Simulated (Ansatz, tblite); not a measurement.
Isomers of Sn₃F₅ (doublet), found by a short tight-binding search and relaxed with r2SCAN-D4/def2-SVP in Ansatz.

In the def2 sets Sn takes a core potential; there is no spin–orbit coupling. The xTB rows come from tblite.

Other spin states weren't relaxed.

A:

```xyz
8

Sn    0.764   -1.081   -2.036
Sn    0.872    1.582    0.984
Sn   -1.931    0.494    0.510
F    -0.068   -0.345    1.191
F    -1.143   -0.532   -1.290
F     1.517    0.499   -0.839
F     1.030   -2.392   -0.609
F    -1.043    1.775    2.090
```

B:

Cartesian coordinates in Å:
```
Sn 1.283 -0.222 1.488
Sn -1.357 -1.178 -0.459
Sn 0.791 1.382 -1.172
F 0.090 -0.603 -1.936
F 0.780 1.863 0.979
F -0.842 -0.308 1.500
F 0.502 -1.945 0.290
F -1.247 1.012 -0.689
```

Task: Estimate their order by electronic energy at PBE0-D4/def2-TZVP, counted from the lowest.

Result: B (0.0) < A (24.5), in kJ/mol.

Task: Do the other levels pick the same lowest one?

Result: Not GFN2-xTB. Energies above each level's lowest (kJ/mol):

| level | A | B |
| --- | --- | --- |
| GFN1-xTB | 82.3 | 0.0 |
| GFN2-xTB | 0.0 | 9.4 |
| PBE-D4/def2-TZVP | 21.9 | 0.0 |
| r2SCAN-D4/def2-TZVP | 33.0 | 0.0 |
| PBE0-D4/def2-TZVP | 24.5 | 0.0 |
Point groups (tolerance 0.1 Å): A Cs, B Cs. Lower isomers may exist.
